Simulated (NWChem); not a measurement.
System: BiBr$_{3}$; SMILES [Br][Bi]([Br])[Br]

Output (shortened):

```
             Northwest Computational Chemistry Package (NWChem) 7.3.0
             --------------------------------------------------------

                             Geometry "geometry" -> ""
                             -------------------------

 Output coordinates in angstroms (scale by  1.889725989 to convert to a.u.)

  No.       Tag          Charge          X              Y              Z
 ---- ---------------- ---------- -------------- -------------- --------------
    1 Bi                  83.0000     0.00000000     0.00000000     0.65833500
    2 Br                  35.0000    -1.35311800    -1.86228500    -0.56893900
    3 Br                  35.0000    -0.93622700     2.10297800    -0.56893900
    4 Br                  35.0000     2.28934600    -0.24069200    -0.56893900

 Effective nuclear repulsion energy (a.u.)    2255.6084859689

                                 NWChem DFT Module
                                 -----------------

 Summary of "ao basis" -> "ao basis" (spherical)
 ------------------------------------------------------------------------------
       Tag                 Description            Shells   Functions and Types
 ---------------- ------------------------------  ------  ---------------------
 Bi                         def2-svp                10       26   4s4p2d
 Br                         def2-svp                12       32   5s4p3d

            General Information
            -------------------
          SCF calculation type: DFT
          Wavefunction type:  closed shell.
          No. of atoms     :     4
          No. of electrons :   128
           Alpha electrons :    64
            Beta electrons :    64
          Charge           :     0
          Spin multiplicity:     1
          Use of symmetry is: off; symmetry adaption is: off
          Maximum number of iterations: 150
          AO basis - number of functions:   122
                     number of shells:    46
          Convergence on energy requested:  1.00D-06
          Convergence on density requested:  1.00D-05
          Convergence on gradient requested:  5.00D-04

              XC Information
              --------------
                         B3LYP Method XC Potential
                     Hartree-Fock (Exact) Exchange  0.200
                        Slater Exchange Functional  0.800 local
                    Becke 1988 Exchange Functional  0.720 non-local
              Lee-Yang-Parr Correlation Functional  0.810
                  VWN I RPA Correlation Functional  0.190 local

             Grid Information
             ----------------
          Grid used for XC integration:  medium
          Radial quadrature: Mura-Knowles
          Angular quadrature: Lebedev.
          Tag              B.-S. Rad. Rad. Pts. Rad. Cut. Ang. Pts.
          ---              ---------- --------- --------- ---------
          Bi                  1.60      123           8.0       590
          Br                  1.15      112          11.0       590
          Grid pruning is: on
          Number of quadrature shells:   459
          Spatial weights used:  Erf1

      Superposition of Atomic Density Guess
      -------------------------------------

 Sum of atomic energies:       -7961.67643819

      Non-variational initial energy
      ------------------------------

 Total energy =   -7930.041384
 1-e energy   =  -13072.363679
 2-e energy   =    4164.682049
 HOMO         =      -0.317596
 LUMO         =      -0.024048

   convergence    iter        energy       DeltaE   RMS-Dens  Diis-err
 ---------------- ----- ----------------- --------- --------- ---------
 d= 0,ls=0.0,diis     1  -7936.3305559413 -8.91D+03  2.12D-02  9.01D-01
 d= 0,ls=0.0,diis     2  -7936.0729970055  2.58D-01  1.35D-02  2.38D+00
 d= 0,ls=0.0,diis     3  -7936.4467409527 -3.74D-01  2.08D-03  3.12D-02
 d= 0,ls=0.0,diis     4  -7936.4522701749 -5.53D-03  5.13D-04  2.24D-03
 d= 0,ls=0.0,diis     5  -7936.4526759579 -4.06D-04  1.01D-04  1.99D-04
  Resetting Diis
 d= 0,ls=0.0,diis     6  -7936.4527008403 -2.49D-05  1.08D-05  1.01D-06
 d= 0,ls=0.0,diis     7  -7936.4527010173 -1.77D-07  4.07D-06  2.81D-08

         Total DFT energy =    -7936.452701017319
      One electron energy =   -13072.395538854722
           Coulomb energy =     4449.698046515566
    Exchange-Corr. energy =     -291.395453722788
 Nuclear repulsion energy =      977.640245044628

 Numeric. integr. density =      128.000000060257

                       DFT Final Molecular Orbital Analysis
                       ------------------------------------

 Vector   62  Occ=2.000000D+00  E=-2.951604D-01
              MO Center=  4.0D-01, -5.8D-01, -5.2D-01, r^2= 6.3D+00
   Bfn.  Coefficient  Atom+Function         Bfn.  Coefficient  Atom+Function
  ----- ------------  ---------------      ----- ------------  ---------------
   105      0.315332  4 Br px               102      0.275388  4 Br px
   107      0.275227  4 Br pz                41      0.260270  2 Br px
    43     -0.247783  2 Br pz               104      0.247593  4 Br pz
    38      0.231973  2 Br px                40     -0.222904  2 Br pz
    73      0.202464  3 Br px                70      0.186396  3 Br px

 Vector   63  Occ=2.000000D+00  E=-2.912481D-01
              MO Center=  8.0D-05, -2.1D-05, -5.6D-01, r^2= 6.7D+00
   Bfn.  Coefficient  Atom+Function         Bfn.  Coefficient  Atom+Function
  ----- ------------  ---------------      ----- ------------  ---------------
   106     -0.357052  4 Br py                73      0.327969  3 Br px
   103     -0.316263  4 Br py                41     -0.290436  2 Br px
    70      0.290503  3 Br px                38     -0.257257  2 Br px
    42      0.211021  2 Br py               100      0.209552  4 Br py
    67     -0.192483  3 Br px                39      0.186915  2 Br py

[...]
```

Level: B3LYP/def2-SVP with def2 effective core potentials on Bi, vertical spin-unrestricted ions. Geometry: optimised at PBE0/def2-SVP. Not confirmed as a minimum by frequencies. def2 effective core potentials on Bi; no spin-orbit coupling.

Task: Reconstruct the input file.

Result: One answer among several that fit: the input that was run:
```
start job
memory heap 200 mb stack 900 mb global 1100 mb
geometry units angstroms noautosym nocenter noautoz
  Bi     0.000000     0.000000     0.658335
  Br    -1.353118    -1.862285    -0.568939
  Br    -0.936227     2.102978    -0.568939
  Br     2.289346    -0.240692    -0.568939
end
basis spherical
  * library def2-svp
end
ecp
  Bi library def2-ecp
end
dft
  xc b3lyp
  iterations 150
  vectors input atomic output neutral.movecs
end
task dft energy
charge 1
dft
  odft
  mult 2
  vectors input atomic output cation.movecs
end
task dft energy
```
